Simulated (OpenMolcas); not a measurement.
## Pd3+: moving or changing the point charges

Pd3+ among 4 point charges of -1.5 e arranged as a tetrahedron (Td), 2.21 Å from the ion.
```
   1.2759    1.2759    1.2759  -1.50
   1.2759   -1.2759   -1.2759  -1.50
  -1.2759    1.2759   -1.2759  -1.50
  -1.2759   -1.2759    1.2759  -1.50
```

```
Program             : OpenMolcas 26.06
Method              : SS-CASPT2, IPEA 0.25 Eh, imaginary shift 0.1 Eh (closed shells correlated: 4s 4p)
Basis               : ANO-RCC-VDZP [6s5p3d1f]
Scalar Hamiltonian  : DKH2, point nucleus
Active space        : 7 electrons in 5 orbitals (4d)
State averaging     : 2S+1 = 4 even, 10 roots; 2S+1 = 2 even, 40 roots
Spin-orbit coupling : RASSI with atomic mean-field integrals over the reference wave functions
```

Runs around this geometry, states (labels of Td). Energies in cm-1 above the lowest state or level, χT in cm3 K/mol.

```csv
R (Å),q (e),Ground state,First state of that spin,First gap with spin-orbit (degeneracies),χT at 300 K,First state of another spin
2.21,-0.98,4A2,4T2 970,"660 (4, 4)",4.875,2A1 15120
2.04,-1.5,4A2,4T2 1830,"1460 (4, 4)",4.374,2E 15870
2.21,-1.5,4A2,4T2 1440,"1010 (4, 4)",4.608,2E 15520
2.33,-1.5,4A2,4T2 780,"740 (4, 4)",4.805,2A1 15310
```

Scaling the charges by -0.98 / -1.5 = 0.65 scales the first state of the same spin by 970 / 1440 = 0.67; with fixed orbitals a first-order splitting would follow the charge.

Roots that are degenerate in the reference are averaged as groups; the widest CASPT2 spread within a group is 280 cm-1 (the 3-fold group of multiplicity 4 near 1770 cm-1 above the lowest state of its run, R = 2.21, q = -0.98). Shifts and gaps below about the spread of the groups concerned are not significant. The ground term spreads over less than 5000 cm-1, several times less than with real ligands, so orbital moments are less quenched and χT lies further from the spin-only value than at real sites. Free-ion shares, where given, are those of the reference states; single-state CASPT2 does not remix them. Spin-orbit coupling mixes the spin-free states strongly: the lowest level takes only 49 % from its leading state, 4A2 (figures for R = 2.21, q = -0.98; the like holds for R = 2.04, q = -1.5, R = 2.21, q = -1.5, R = 2.33, q = -1.5). This is an electrostatic model: the charges have no orbitals. No measured value stands beside these numbers.
